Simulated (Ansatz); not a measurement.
Consider the homolysis of the F–Si bond: `O[SiH](O)[SiH](O)F` → F• + `O[SiH][SiH](O)O`•.

Computed with Ansatz on PBE0-D4/def2-TZVP structures; ΔE is electronic, products minus reactants. CCSD(T)/CBS is the MP2 limit (def2-TZVPP, def2-QZVPP) plus CCSD(T) − MP2 in def2-TZVPP, frozen cores. This one scheme is used for every species, atoms too. No spin–orbit coupling; open shells (•) take unrestricted orbitals. Spin–orbit coupling would lower the free atoms: a little for F. One conformer a species, not always the lowest.

```csv
species,CCSD(T)/CBS(def2) energy (Eh)
`O[SiH](O)[SiH](O)F`,-906.70100
F•,-99.66871
`O[SiH][SiH](O)O`•,-806.77989
```

(1) Work out ΔE.

Largest T1 diagnostic among the species: 0.015.

Results:

(1) ΔE = (-99.66871) + (-806.77989) − (-906.70100) = 0.25240 Eh = +6.87 eV.

In def2-TZVPP, CCSD(T) changes the Hartree–Fock value by +1.50 eV (the triples alone add +0.09 eV) and MP2 by +1.85 eV; breaking electron pairs costs correlation energy, which Hartree–Fock lacks. From PBE to PBE0 (25 % exact exchange), in def2-TZVPP and without D4, ΔE moves by −0.15 eV: exact exchange takes away binding that semilocal exchange gives to molecules.
